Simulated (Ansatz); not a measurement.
`CNB(C)N` + `CN[SiH3]` → `CN(C)[SiH3]` + `CNBN`  (substitution at a C–B bond)

Gas-phase electronic energies from Ansatz, PBE0-D4/def2-TZVP geometries. CBS: MP2 limit from def2 TZ/QZ plus the TZ coupled-cluster correction, frozen cores. Functionals use def2-TZVPP. One conformer a species, not always the lowest.

```csv
species,ωB97X-V energy (Eh)
`CNB(C)N`,-216.09773
`CN[SiH3]`,-386.54071
`CN(C)[SiH3]`,-425.84866
`CNBN`,-176.76599
```

**Question.** Work out ΔE.

**Answer.** ΔE = (-425.84866) + (-176.76599) − (-216.09773) − (-386.54071) = 0.02379 Eh = +0.65 eV. CCSD(T)/CBS gives +0.69 eV.

Largest T1 diagnostic among the species: 0.011.
